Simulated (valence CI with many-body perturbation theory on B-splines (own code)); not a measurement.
Values are calculated unless marked as measured or tabulated.
## Energy levels of Yb⁵⁵⁺

Level of theory: relativistic CI+MBPT: five valence electrons over a frozen Dirac-Fock core [Ne], radial functions for each j: 9 s, 9 p, 8 d, 6 f, 3 g, 1 h, with the one-electron correlation potential Σ1, the two-electron term Σ2, the three-electron term Σ3, Breit, model QED; selected CI, second order for the rest, scaled by the run's own slope (own B-spline code, finite nucleus).

No measured spectrum was set against this ion. As an estimate, large intervals hold to a few tenths of a per cent, small ones and those within an open d or f shell to about a per cent. Among the levels kept, up to 1100 cm⁻¹ of a level comes from second order outside the variational space, and about a tenth of that is noise between levels of different J, which matters for small intervals.

Levels 1 to 34 of 34, with energies above the lowest level, (3s^2 3p1/2^2 3p3/2) J=3/2. "Leading %" is the weight of the configuration and term that name the level; weights of strongly mixed levels are sums over their largest components and can fall short, so below about 35 % the name and the second component can differ from the true leading terms, or belong to a minority configuration. In the jj column 3d3/2^4 stands for four electrons in 3d with j = 3/2.

```
No.  Configuration  Term    J  E (× 10³ cm⁻¹)  Leading %                     Leading jj  Second component      g
  1         3s²3p³   ²P°  3/2            0.00         47      3s^2 3p1/2^2 3p3/2 (99 %)   27 % 3s²3p³ ²D°  1.348
  2       3s²3p²3d    ²D  3/2          1723.9         40      3s^2 3p1/2^2 3d3/2 (99 %)  34 % 3s²3p²3d ⁴F  0.778
  3         3s²3p³   ⁴S°  3/2          2092.5         55      3s^2 3p1/2 3p3/2^2 (99 %)   44 % 3s²3p³ ²D°  1.453
  4         3s²3p³   ²D°  5/2          2182.2         99      3s^2 3p1/2 3p3/2^2 (99 %)                    1.188
  5         3s²3p³   ²P°  1/2          2297.2         99      3s^2 3p1/2 3p3/2^2 (99 %)                    0.650
  6       3s²3p²3d    ²D  5/2          2323.4         32      3s^2 3p1/2^2 3d5/2 (97 %)  20 % 3s²3p²3d ⁴D  1.199
  7          3s3p⁴    ⁴P  5/2          3381.1         66      3s 3p1/2^2 3p3/2^2 (92 %)     26 % 3s3p⁴ ²D  1.459
  8          3s3p⁴    ²P  3/2          3608.0         33      3s 3p1/2^2 3p3/2^2 (69 %)     25 % 3s3p⁴ ²D  1.148
  9          3s3p⁴    ²S  1/2          3617.7         54      3s 3p1/2^2 3p3/2^2 (85 %)     25 % 3s3p⁴ ⁴P  2.067
 10       3s²3p²3d    ⁴F  5/2          3799.0         46  3s^2 3p1/2 3p3/2 3d3/2 (98 %)  45 % 3s²3p²3d ²F  0.956
 11       3s²3p²3d    ⁴D  1/2          3822.6         80  3s^2 3p1/2 3p3/2 3d3/2 (99 %)  13 % 3s²3p²3d ²P  0.209
 12       3s²3p²3d    ⁴F  3/2          3822.9         33  3s^2 3p1/2 3p3/2 3d3/2 (92 %)  29 % 3s²3p²3d ⁴D  0.905
 13       3s²3p²3d    ²G  7/2          3891.6         51  3s^2 3p1/2 3p3/2 3d3/2 (97 %)  26 % 3s²3p²3d ²F  1.027
 14       3s²3p²3d    ²D  5/2          4113.4         35  3s^2 3p1/2 3p3/2 3d3/2 (92 %)  24 % 3s²3p²3d ²F  1.167
 15       3s²3p²3d    ²P  1/2          4185.7         39  3s^2 3p1/2 3p3/2 3d3/2 (88 %)  32 % 3s²3p²3d ⁴P  1.666
 16       3s²3p²3d    ²D  3/2          4187.7         26  3s^2 3p1/2 3p3/2 3d3/2 (77 %)  23 % 3s²3p²3d ⁴P  1.224
 17       3s²3p²3d    ⁴D  7/2          4306.4         47  3s^2 3p1/2 3p3/2 3d5/2 (99 %)  37 % 3s²3p²3d ⁴F  1.303
 18       3s²3p²3d    ²P  3/2          4394.0         44  3s^2 3p1/2 3p3/2 3d5/2 (95 %)  23 % 3s²3p²3d ⁴P  1.341
 19         3s²3p³   ²P°  3/2          4403.7         51            3s^2 3p3/2^3 (98 %)   28 % 3s²3p³ ²D°  1.301
 20       3s²3p²3d    ²G  9/2          4404.2         62  3s^2 3p1/2 3p3/2 3d5/2 (99 %)  38 % 3s²3p²3d ⁴F  1.184
 21       3s²3p²3d    ²F  5/2          4422.3         36  3s^2 3p1/2 3p3/2 3d5/2 (96 %)  26 % 3s²3p²3d ²D  1.123
 22       3s²3p²3d    ²D  5/2          4584.6         41  3s^2 3p1/2 3p3/2 3d5/2 (93 %)  34 % 3s²3p²3d ⁴P  1.268
 23       3s²3p²3d    ²F  7/2          4588.4         60  3s^2 3p1/2 3p3/2 3d5/2 (96 %)  17 % 3s²3p²3d ²G  1.119
 24       3s²3p²3d    ²D  3/2          4653.2         61  3s^2 3p1/2 3p3/2 3d5/2 (97 %)  21 % 3s²3p²3d ²P  0.930
 25       3s²3p²3d    ²P  1/2          4682.4         54  3s^2 3p1/2 3p3/2 3d5/2 (95 %)  36 % 3s²3p²3d ²S  1.230
 26        3s3p³3d   ⁴D°  5/2          5068.8         29  3s 3p1/2^2 3p3/2 3d3/2 (95 %)  21 % 3s3p³3d ⁴F°  1.265
 27        3s3p³3d   ⁴D°  3/2          5085.4         26  3s 3p1/2^2 3p3/2 3d3/2 (95 %)  24 % 3s3p³3d ⁶D°  1.266
 28        3s3p³3d   ⁴P°  1/2          5100.7         45  3s 3p1/2^2 3p3/2 3d3/2 (96 %)  31 % 3s3p³3d ⁶D°  2.407
 29        3s3p³3d   ⁴F°  7/2          5145.5         23  3s 3p1/2^2 3p3/2 3d3/2 (92 %)  18 % 3s3p³3d ⁶D°  1.259
 30        3s3p³3d   ²D°  3/2          5284.6         27  3s 3p1/2^2 3p3/2 3d3/2 (82 %)  13 % 3s3p³3d ⁴F°  1.003
 31        3s3p³3d   ⁴G°  5/2          5376.6         22  3s 3p1/2^2 3p3/2 3d3/2 (80 %)  21 % 3s3p³3d ²F°  0.876
 32        3s3p³3d   ⁴D°  1/2          5408.1         44  3s 3p1/2^2 3p3/2 3d3/2 (88 %)  24 % 3s3p³3d ²P°  0.558
 33          3s3p⁴    ⁴P  3/2          5564.5         68        3s 3p1/2 3p3/2^3 (87 %)     17 % 3s3p⁴ ²D  1.486
 34        3s3p³3d   ⁴F°  9/2          5581.2         48  3s 3p1/2^2 3p3/2 3d5/2 (98 %)  31 % 3s3p³3d ⁶D°  1.352
```

The ionisation energy to 3s²3p² ³P0 of the next ion comes out as 5341.7 eV (NIST: 5339 ± 5 eV (theoretical)). All 34 levels together are meant to be complete up to 5591.6 × 10³ cm⁻¹.
